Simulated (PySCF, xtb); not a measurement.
vinylidene fluoride (C₂H₂F₂), SMILES C=C(F)F.

Harmonic wavenumbers (cm⁻¹) from GFN2-xTB in xtb at its own minimum, in rising order: 386, 474, 535, 714, 851, 917, 921, 1200, 1342, 1771, 3154, 3199.

Problem. What does PBE0-D3(BJ)/def2-SVP in PySCF give at its own minimum? (An estimate is asked for; the answer gives what the named calculation found.)

Solution. 441, 567, 652, 722, 820, 955, 974, 1383, 1389, 1824, 3223, 3341. Paired by order, the mean absolute difference is 74 cm⁻¹ and the zero-point energies are 22.1 and 23.3 kcal/mol.
